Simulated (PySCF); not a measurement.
PySCF job for C₄H₃F₃O, SMILES FC1=CCC(F)(F)O1, TDA-M06-2X/def2-SVPD. Geometry: PBE0-D3(BJ)/def2-SVP. This is a generated structure with no PubChem entry under its InChIKey; it may be hypothetical. The values are those of a single conformer.

```python
import numpy as np
from pyscf import gto, scf, dft, tdscf

mol = gto.M(
    atom='''
    F     0.67992154   -2.43583009    0.00000000
    C     0.05174159   -1.29807863    0.00000000
    C    -1.25169931   -1.02778246   -0.00000001
    C    -1.37453991    0.46506388    0.00000000
    C     0.09351418    0.91092461   -0.00000000
    F     0.41496917    1.63960986    1.07426883
    F     0.41496918    1.63960985   -1.07426883
    O     0.88840145   -0.23508238   -0.00000000
    H    -2.05739705   -1.75611213    0.00000000
    H    -1.87632647    0.87275006    0.89118495
    H    -1.87632647    0.87275006   -0.89118495
    ''',
    basis='def2-SVPD',
    charge=0,
    spin=0,
    symmetry=True,
    max_memory=1600,
    verbose=4,
)
mf = dft.RKS(mol, xc='m06-2x').density_fit(auxbasis='def2-universal-jkfit')
mf.grids.level = 4
mf.conv_tol = 1e-9
mf.max_cycle = 100
mf.kernel()
mf.grids = dft.Grids(mol).set(level=2).build(with_non0tab=True)  # coarser grid for the response kernel
td = tdscf.TDA(mf)
td.singlet = True
td.nstates = 10
td.conv_tol = 1e-4
td.positive_eig_threshold = 1e-6
td.kernel(x0=td.get_init_guess(mf, 15))
td.analyze()
tt = tdscf.TDA(mf)
tt.singlet = False
tt.nstates = 4
tt.conv_tol = 1e-4
tt.positive_eig_threshold = 1e-6
tt.kernel(x0=tt.get_init_guess(mf, 9))
tt.analyze(verbose=3)
```

It prints:

```
PySCF version 2.14.0

[INPUT] verbose = 4
[INPUT] num. atoms = 11
[INPUT] num. electrons = 62
[INPUT] charge = 0
[INPUT] spin (= nelec alpha-beta = 2S) = 0
[INPUT] symmetry True subgroup None
[INPUT] Mole.unit = angstrom
[INPUT] Symbol           X                Y                Z      unit          X                Y                Z       unit  Magmom
[INPUT]  1 F      0.679921540000  -2.435830090000   0.000000000000 AA    1.284865496793  -4.603051756075   0.000000000000 Bohr   0.0
[INPUT]  2 C      0.051741590000  -1.298078630000   0.000000000000 AA    0.097777434350  -2.453013098851   0.000000000000 Bohr   0.0
[INPUT]  3 C     -1.251699310000  -1.027782460000  -0.000000010000 AA   -2.365368886207  -1.942227365032  -0.000000018897 Bohr   0.0
[INPUT]  4 C     -1.374539910000   0.465063880000   0.000000000000 AA   -2.597503977184   0.878843363628   0.000000000000 Bohr   0.0
[INPUT]  5 C      0.093514180000   0.910924610000   0.000000000000 AA    0.176716188963   1.721398033026   0.000000000000 Bohr   0.0
[INPUT]  6 F      0.414969170000   1.639609860000   1.074268830000 AA    0.784178081438   3.098413586536   2.030073872857 Bohr   0.0
[INPUT]  7 F      0.414969180000   1.639609850000  -1.074268830000 AA    0.784178100335   3.098413567639  -2.030073872857 Bohr   0.0
[INPUT]  8 O      0.888401450000  -0.235082380000   0.000000000000 AA    1.678835429166  -0.444241314911   0.000000000000 Bohr   0.0
[INPUT]  9 H     -2.057397050000  -1.756112130000   0.000000000000 AA   -3.887916953988  -3.318570969727   0.000000000000 Bohr   0.0
[INPUT] 10 H     -1.876326470000   0.872750060000   0.891184950000 AA   -3.545743148572   1.649258588598   1.684095481834 Bohr   0.0
[INPUT] 11 H     -1.876326470000   0.872750060000  -0.891184950000 AA   -3.545743148572   1.649258588598  -1.684095481834 Bohr   0.0

nuclear repulsion = 405.81595823363
point group symmetry = Cs
symmetry origin: [-2.43835628e-09 -2.13356169e-09 -1.82876722e-09]
symmetry axis x: [ 1.00000000e+00 -8.61660804e-10 -9.26586926e-10]
symmetry axis y: [-8.61660805e-10 -1.00000000e+00 -1.47713285e-09]
symmetry axis z: [ 9.26586924e-10 -1.47713278e-09  1.00000000e+00]
num. orbitals of irrep A' = 125
num. orbitals of irrep A" = 71
number of shells = 80
number of NR pGTOs = 282
number of NR cGTOs = 196
basis = def2-SVPD
ecp = {}


[settings echo left out]
init E= -530.087624138155
HOMO (A") = -0.246903195150956  LUMO (A') = 0.018726334906817  gap/eV = 7.22815
cycle= 1 E= -528.229545047782  delta_E= 1.86  |g|= 0.949  |ddm|= 4.47
HOMO (A") = -0.334520829730221  LUMO (A") = 0.000156978070175562  gap/eV = 9.10705
cycle= 2 E= -528.206454608207  delta_E= 0.0231  |g|= 1.08  |ddm|= 2.16
HOMO (A") = -0.315481566267566  LUMO (A') = 0.027914785732909  gap/eV = 9.34429
cycle= 3 E= -528.404077660843  delta_E= -0.198  |g|= 0.0552  |ddm|= 1.18
HOMO (A") = -0.316076183799884  LUMO (A') = 0.0284954274354252  gap/eV = 9.37627
cycle= 4 E= -528.404565614456  delta_E= -0.000488  |g|= 0.0305  |ddm|= 0.128
HOMO (A") = -0.314753140898241  LUMO (A') = 0.0286825563967215  gap/eV = 9.34536
cycle= 5 E= -528.404718906422  delta_E= -0.000153  |g|= 0.0106  |ddm|= 0.0385
HOMO (A") = -0.315075713790471  LUMO (A') = 0.028622765473254  gap/eV = 9.35251
cycle= 6 E= -528.404738896004  delta_E= -2e-05  |g|= 0.00272  |ddm|= 0.0134
HOMO (A") = -0.315167685040694  LUMO (A') = 0.0285942993532906  gap/eV = 9.35424
cycle= 7 E= -528.4047404642  delta_E= -1.57e-06  |g|= 0.000556  |ddm|= 0.00531
HOMO (A") = -0.315106689187682  LUMO (A') = 0.0286035367790545  gap/eV = 9.35283
cycle= 8 E= -528.404740553226  delta_E= -8.9e-08  |g|= 0.00031  |ddm|= 0.00153
HOMO (A") = -0.315122177889176  LUMO (A') = 0.0286017840434072  gap/eV = 9.35321
cycle= 9 E= -528.404740574389  delta_E= -2.12e-08  |g|= 4.76e-05  |ddm|= 0.000445
HOMO (A") = -0.315127400704743  LUMO (A') = 0.0286011594527036  gap/eV = 9.35333
cycle= 10 E= -528.40474057516  delta_E= -7.7e-10  |g|= 1.77e-05  |ddm|= 0.000146
HOMO (A") = -0.315124567306309  LUMO (A') = 0.0286014906043119  gap/eV = 9.35326
Extra cycle  E= -528.404740575183  delta_E= -2.34e-11  |g|= 1.66e-05  |ddm|= 5.48e-05
converged SCF energy = -528.404740575183
tot grids = 106968
Overwritten attributes  positive_eig_threshold  of <class 'pyscf.tdscf.rks.TDA'>


******** <class 'pyscf.tdscf.rks.TDA'> for <class 'pyscf.df.df_jk.DFSymAdaptedRKS'> ********
nstates = 10 singlet
deg_eia_thresh = 1.000e-03
wfnsym = None
conv_tol = 0.0001
eigh lindep = 1e-12
eigh level_shift = 0
eigh max_cycle = 100


Excitation energies (eV)
[6.71317963 7.38941891 7.72498991 7.80035563 8.42847462 8.43692796
 8.85983862 8.98049586 9.20680316 9.44112408]

** Singlet excitation energies and oscillator strengths **
Excited State   1:   A"      6.71318 eV    184.69 nm  f=0.0135
      31 -> 32        0.68132
      31 -> 34        0.10650
Excited State   2:   A"      7.38942 eV    167.79 nm  f=0.0047
      31 -> 34       -0.62147
      31 -> 35       -0.23298
      31 -> 42        0.11855
Excited State   3:   A'      7.72499 eV    160.50 nm  f=0.3374
      31 -> 33        0.67152
Excited State   4:   A"      7.80036 eV    158.95 nm  f=0.0065
      31 -> 32        0.10151
      31 -> 34       -0.22288
      31 -> 35        0.62322
      31 -> 37       -0.13622
      31 -> 40        0.10463
Excited State   5:   A"      8.42847 eV    147.10 nm  f=0.0006
      31 -> 34       -0.13345
      31 -> 35       -0.13625
      31 -> 37       -0.54312
      31 -> 40        0.13073
      31 -> 42       -0.32149
      31 -> 44       -0.15531
Excited State   6:   A'      8.43693 eV    146.95 nm  f=0.0268
      31 -> 36       -0.64194
      31 -> 39        0.27354
Excited State   7:   A"      8.85984 eV    139.94 nm  f=0.0056
      31 -> 38        0.65327
      31 -> 40       -0.12884
      31 -> 43       -0.14325
Excited State   8:   A'      8.98050 eV    138.06 nm  f=0.0059
      31 -> 36       -0.25235
      31 -> 39       -0.61929
      31 -> 41        0.12259
      31 -> 48       -0.13911
Excited State   9:   A"      9.20680 eV    134.67 nm  f=0.0157
      31 -> 37        0.17871
      31 -> 38        0.10875
      31 -> 40        0.63625
      31 -> 43       -0.12914
Excited State  10:   A"      9.44112 eV    131.32 nm  f=0.0014
      31 -> 34        0.13401
      31 -> 35       -0.13974
      31 -> 37       -0.34350
      31 -> 42        0.35963
      31 -> 43       -0.27853
      31 -> 44        0.28341
      31 -> 47        0.10576

** Transition electric dipole moments (AU) **
state          X           Y           Z        Dip. S.      Osc.
  1         0.0000      0.0000      0.2861      0.0819      0.0135
  2         0.0000      0.0000     -0.1618      0.0262      0.0047
  3         1.3229     -0.1809     -0.0000      1.7829      0.3374
  4        -0.0000     -0.0000     -0.1837      0.0338      0.0065
  5         0.0000     -0.0000     -0.0561      0.0031      0.0006
  6        -0.0026     -0.3602      0.0000      0.1297      0.0268
  7         0.0000      0.0000     -0.1609      0.0259      0.0056
  8         0.1208      0.1098      0.0000      0.0267      0.0059
  9         0.0000     -0.0000      0.2640      0.0697      0.0157
 10        -0.0000     -0.0000      0.0781      0.0061      0.0014

** Transition velocity dipole moments (imaginary part, AU) **
state          X           Y           Z        Dip. S.      Osc.
  1        -0.0000     -0.0000      0.0315      0.0010      0.0027
  2        -0.0000     -0.0000     -0.0158      0.0002      0.0006
  3         0.0503      0.0123     -0.0000      0.0027      0.0063
  4         0.0000      0.0000     -0.0915      0.0084      0.0195
  5         0.0000      0.0000     -0.0329      0.0011      0.0023
  6        -0.0067     -0.0875      0.0000      0.0077      0.0166
  7        -0.0000     -0.0000     -0.0456      0.0021      0.0043
  8        -0.0376      0.0253     -0.0000      0.0021      0.0042
  9         0.0000      0.0000      0.0666      0.0044      0.0087
 10        -0.0000      0.0000     -0.0048      0.0000      0.0000

** Transition magnetic dipole moments (imaginary part, AU) **
state          X           Y           Z
  1         0.4594     -0.4561     -0.0000
  2         0.4642      0.3618     -0.0000
  3        -0.0000      0.0000     -1.3263
  4         0.0380      0.1583      0.0000
  5         0.1036      0.1490      0.0000
  6        -0.0000     -0.0000     -0.1307
  7        -0.3838     -0.2527     -0.0000
  8        -0.0000     -0.0000     -0.3262
  9         0.6537     -0.2164     -0.0000
 10         0.1995      0.0486     -0.0000


******** <class 'pyscf.tdscf.rks.TDA'> for <class 'pyscf.df.df_jk.DFSymAdaptedRKS'> ********
nstates = 4 triplet
deg_eia_thresh = 1.000e-03
wfnsym = None
conv_tol = 0.0001
eigh lindep = 1e-12
eigh level_shift = 0
eigh max_cycle = 100


Excitation energies (eV)
[4.78358599 6.63880148 7.32678492 7.74160472]

** Triplet excitation energies and oscillator strengths **
Excited State   1:   A'      4.78359 eV    259.19 nm  f=0.0000
Excited State   2:   A"      6.63880 eV    186.76 nm  f=0.0000
Excited State   3:   A"      7.32678 eV    169.22 nm  f=0.0000
Excited State   4:   A"      7.74160 eV    160.15 nm  f=0.0000
```

Self-consistency was reached.
